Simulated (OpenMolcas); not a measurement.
Mo2+: moving or changing the point charges

Mo2+ among 6 point charges of -1 e arranged as a trigonal antiprism (D3d), 2.17 Å from the ion, with a polar angle of 51.5° against the regular 54.74°.
```
   0.0000    1.6971    1.3523  -1.00
  -1.4697   -0.8486    1.3523  -1.00
   1.4697   -0.8486    1.3523  -1.00
   0.0000   -1.6971   -1.3523  -1.00
   1.4697    0.8486   -1.3523  -1.00
  -1.4697    0.8486   -1.3523  -1.00
```

```json
{
  "Program": "OpenMolcas 26.06",
  "Method": "CASSCF",
  "Basis": "ANO-RCC-VDZP [6s5p3d1f]",
  "Scalar Hamiltonian": "DKH2, point nucleus",
  "Active space": "4 electrons in 5 orbitals (4d)",
  "State averaging": "2S+1 = 5 even, 5 roots; 2S+1 = 3 even, 45 roots; 2S+1 = 1 even, 50 roots",
  "Spin-orbit coupling": "RASSI with atomic mean-field integrals over the reference wave functions"
}
```

Runs around this geometry, states (labels of D3, the rotations of D3d). Energies in cm-1 above the lowest state or level, χT in cm3 K/mol.

| R (Å) | q (e) | Polar angle / regular | Ground state | First state of that spin | First gap with spin-orbit (degeneracies) | χT at 300 K | First state of another spin |
| --- | --- | --- | --- | --- | --- | --- | --- |
| 2.17 | -1 | 0.86 | 5E | 5A1 5135 | 26.6 (2, 1) | 2.342 | 3E 9760 |
| 2.17 | -0.65 | 0.94 | 5E | 5A1 3677 | 38.3 (1, 2) | 2.335 | 3E 12035 |
| 2.17 | -1 | 0.94 | 5E | 5A1 5753 | 17.3 (1, 2) | 2.518 | 3E 9768 |
| 2.29 | -1 | 0.94 | 5E | 5A1 4478 | 24.4 (1, 2) | 2.418 | 3E 11078 |

Taking the first state of the same spin as R^-n, n = -ln(4478 / 5753) / ln(2.29 / 2.17) = 4.7 between the shortest and longest distance.

Scaling the charges by -0.65 / -1 = 0.65 scales the first state of the same spin by 3677 / 5753 = 0.64; with fixed orbitals a first-order splitting would follow the charge.

An orbital doublet at a regular site is open to a Jahn-Teller distortion, which this geometry leaves out. Without dynamic correlation the repulsion within the d shell is too large (B by tens of per cent), so at a given field states of lower spin stand too high. Point charges give a weaker field than real ligands, and real ions of this kind are as a rule low spin; the high spin found here belongs to the model. The ground term spreads over less than 5000 cm-1, several times less than with real ligands, so orbital moments are less quenched and χT lies further from the spin-only value than at real sites (holds for R = 2.17, q = -0.65, ratio = 0.94). Point charges carry no covalency, so the field is a model and not that of real ligands. No measured value stands beside these numbers.
